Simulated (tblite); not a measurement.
A tight-binding relaxation on `C=C/C=C/C=C/C=C/C#N`.

Computed with GFN2-xTB geometry optimisation, gas phase (tblite 0.8.0). Start geometry: from a force field or distance geometry. A driver script takes a list of jobs; this job's settings line and coordinates (Å) are shown.

Input:
```
{"job": {"kind": "relax", "xc": "GFN2-xTB", "basis": "xTB"}, "charge": 0, "multiplicity": 1}
C     -4.483200     0.051600     0.457400
C     -3.439800    -0.589300    -0.029700
C     -2.097200    -0.014100     0.232600
C     -0.992700    -0.574500    -0.215500
C      0.272500     0.079200     0.103100
C      1.444600    -0.392300    -0.287800
C      2.630800     0.386300     0.088400
C      3.870400     0.027100    -0.221100
C      5.002000     0.835100     0.181900
N      5.887600     1.487800     0.522400
H     -4.261200     0.979500     1.001700
H     -5.511700    -0.295900     0.329700
H     -3.562000    -1.522300    -0.565600
H     -2.087100     0.927300     0.796200
H     -1.043500    -1.506600    -0.768600
H      0.231300     1.020900     0.681900
H      1.525600    -1.318200    -0.853400
H      2.546400     1.309900     0.665600
H      4.057200    -0.882300    -0.786800
```

Question: Estimate the output.

Answer: 
```
step      E/eV     max force
  0    -724.64226    2.503
  1    -724.81200    1.165
  2    -724.87639    1.019
  3    -724.89514    2.834
  4    -724.94344    0.757
  5    -724.95969    0.364
  6    -724.97992    0.265
  7    -724.99241    0.310
  8    -724.99724    0.183
  9    -725.00051    0.157
... (50 lines left out)
 60    -725.04835    0.025
 61    -725.04845    0.027
 62    -725.04852    0.022
 63    -725.04856    0.017
 64    -725.04859    0.014
 65    -725.04862    0.012
 66    -725.04865    0.013
 67    -725.04867    0.013
 68    -725.04870    0.010
 69    -725.04871    0.008
```

«max force» is the largest atomic force in eV/Å.

Question: From which step on does the largest force stay under 0.1 eV/Å, and how much energy is left to gain from there?

Answer: From step 37 (0.081 eV/Å), 10.3 meV above the end.

Summary of the converged run: energy lowered by 9.4 kcal/mol over 69 steps; largest atomic force 0.008 eV/Å at the end.

Question: Give the final coordinates.

Answer: 0.233 Å rms from the input after alignment:
```
atom  x, y, z in Å
C1    -4.6079   -0.0974    0.3751
C2    -3.4220   -0.5709   -0.0084
C3    -2.1763    0.0768    0.2874
C4    -0.9735   -0.3988   -0.0971
C5     0.2621    0.2456    0.1982
C6     1.4694   -0.2279   -0.1851
C7     2.6985    0.4267    0.1171
C8     3.9064   -0.0397   -0.2619
C9     5.0998    0.6233    0.0474
N10    6.0835    1.1619    0.2974
H11   -4.6928    0.8162    0.9404
H12   -5.5280   -0.6030    0.1395
H13   -3.3647   -1.4911   -0.5758
H14   -2.2295    0.9980    0.8536
H15   -0.9232   -1.3206   -0.6630
H16    0.2116    1.1674    0.7644
H17    1.5258   -1.1490   -0.7518
H18    2.6432    1.3483    0.6834
H19    4.0079   -0.9565   -0.8285
```

Hardware: one thread of an Arm Neoverse V1, shared host. Cost: 0.51 s of wall time.
Labels such as C1 count atoms from 1, the log's own numbers from 0.
